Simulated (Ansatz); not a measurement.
```yaml
crystal:
  periodic: [false, false, false]
  atoms:
    - {symbol: C, position_ang: [0.093960, -1.658091, 1.221387]}
    - {symbol: C, position_ang: [-0.192044, -0.536125, 0.273431]}
    - {symbol: O, position_ang: [-1.232771, -0.427543, -0.358024]}
    - {symbol: O, position_ang: [0.761690, 0.350524, 0.152442]}
    - {symbol: Sn, position_ang: [0.063694, 1.730849, -1.198794]}
    - {symbol: H, position_ang: [0.298594, -1.252134, 2.213685]}
    - {symbol: H, position_ang: [0.992515, -2.186519, 0.897680]}
    - {symbol: H, position_ang: [-0.749664, -2.342233, 1.261946]}
    - {symbol: H, position_ang: [-1.286155, 2.533802, -0.559400]}
    - {symbol: H, position_ang: [1.452362, 2.727738, -1.166500]}
    - {symbol: H, position_ang: [-0.136880, 1.002832, -2.717153]}
basis:
  gaussian: {orbitals: def2-mTZVPP, point_charges: [{charge: -1.00, position_ang: [5.512, 0.884, 0.641]}]}
magnetization: {spin_polarized: true, initial_magnetization: 2}
hamiltonian: {xc: {name: M06-2X}}
```

```sh
$ ansatz run in.yaml --threads 4 --pin off --events-out ev --progress --plain --max-ram 10444MiB
```

**Question.** How does Ansatz answer? (Best estimate.)

**Answer.** Computed: The input was rejected before any iteration.
```
Error: YAML parse error: error: line 18 column 19: hamiltonian.xc: no functional is named "M06-2X"; the names, which are not case-sensitive, are SVWN5, SPW92, PBE, PBE0, PBEsol, revPBE, revPBE0, RPBE, rPW86-PBE, HSE06, wPBEh, LC-wPBE, HISS, HF, BLYP, B3LYP, B3LYP5, BHLYP, CAM-B3LYP, r2SCAN, r2SCANh, r2SCAN0, r2SCAN50, m-r2SCAN, B97, wB97, wB97X, wB97X-V, B97M-V, wB97M-V, B2PLYP, B2GP-PLYP, PBE0-DH, PBE-QIDH
16 |   gaussian: {orbitals: def2-mTZVPP, point_charges: [{charge: -1.00, position_ang: […
17 | magnetization: {spin_polarized: true, initial_magnetization: 2}
18 | hamiltonian: {xc: {name: M06-2X}}
```

HSE06 is defined as in plane-wave codes.
